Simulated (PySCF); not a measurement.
C₄H₁₀OSi, SMILES CCC(=O)[SiH2]C. Atoms are numbered in the order given.

```xyz
16

C      0.1320    -2.9324     0.0000
C     -0.6840    -1.6551     0.0000
C      0.1485    -0.3933     0.0000
O      1.3607    -0.4259     0.0000
Si    -0.7204     1.3457     0.0000
C      0.6259     2.6417     0.0000
H      0.7846    -2.9805     0.8836
H     -0.5181    -3.8191     0.0000
H      0.7846    -2.9805    -0.8836
H     -1.3597    -1.5967     0.8739
H     -1.3597    -1.5967    -0.8739
H     -1.6040     1.4408     1.2066
H     -1.6040     1.4408    -1.2066
H      1.2637     2.5161    -0.8876
H      0.2146     3.6619     0.0000
H      1.2637     2.5161     0.8876
```

Geometry optimised at PBE0-D3(BJ)/def2-SVP. A frequency run showed that this geometry is not a minimum. This is a generated structure with no PubChem entry under its InChIKey; it may be hypothetical. The values are those of a single conformer.

Method: PySCF 2.14.0 with TDA-CAM-B3LYP/def2-SVPD.

Vertical excitations.  State labels are in the subgroup Cs.

Task: Estimate the UV-visible absorptions. (Estimate from the structure and the level; the computed values follow.)

Result: 
```
state  symmetry  energy (eV)  λ (nm)      f                                           main pairs
-----  --------  -----------  ------  -----  ---------------------------------------------------
S1           A"         3.65     340  0.002                                       HOMO→LUMO 96 %
S2           A'         6.27     198  0.004                                     HOMO→LUMO+1 89 %
S3           A'         6.84     181  0.010                                     HOMO→LUMO+2 90 %
S4           A"         7.52     165  0.001                                     HOMO−1→LUMO 82 %
S5           A'         7.57     164  0.006                   HOMO→LUMO+3 60 %, HOMO→LUMO+4 29 %
S6           A'         7.65     162  0.120  HOMO→LUMO+4 54 %, HOMO→LUMO+3 27 %, HOMO−2→LUMO 9 %
T1           A"         2.96     419      0                                       HOMO→LUMO 96 %
T2           A'         5.83     213      0                   HOMO−6→LUMO 44 %, HOMO−3→LUMO 39 %
```
Triplets are in the Tamm–Dancoff approximation.
